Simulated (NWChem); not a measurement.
System: dimethyl carbonate (C3H6O3); SMILES C(=O)(OC)OC

```xyz
12

C     -2.3159    -0.0017    -0.0191
O     -1.0778    -0.0009    -0.7041
C      0.0000     0.0000     0.0722
O      0.0000     0.0000     1.2745
O      1.0778     0.0009    -0.7041
C      2.3159     0.0017    -0.0191
H     -2.4178     0.8923     0.6142
H     -3.0927    -0.0054    -0.7926
H     -2.4141    -0.8927     0.6188
H      3.0927     0.0054    -0.7926
H      2.4178    -0.8923     0.6142
H      2.4141     0.8927     0.6188
```
Atoms are numbered in this order, from 1.

Structure relaxed at the PBE0/def2-SVP level. B3LYP is NWChem's, with the RPA form of VWN correlation.

Q: Give the principal values of the shielding tensors (ppm) of C1, O2, C3, O4 from B3LYP/6-31G* (spherical d), GIAO (NWChem), with their diamagnetic and paramagnetic parts as GIAO splits them.

A: 
```json
[
 {"atom": "C1", "σ11": "113.7", "σ22": "120.3", "σ33": "181.7", "isotropic": "138.6", "diamagnetic": "248.6", "paramagnetic": "-110.0"},
 {"atom": "O2", "σ11": "79.7", "σ22": "244.2", "σ33": "302.1", "isotropic": "208.6", "diamagnetic": "394.5", "paramagnetic": "-185.9"},
 {"atom": "C3", "σ11": "-30.2", "σ22": "71.1", "σ33": "96.9", "isotropic": "45.9", "diamagnetic": "252.0", "paramagnetic": "-206.1"},
 {"atom": "O4", "σ11": "-84.7", "σ22": "-69.5", "σ33": "327.4", "isotropic": "57.8", "diamagnetic": "398.5", "paramagnetic": "-340.8"}
]
```
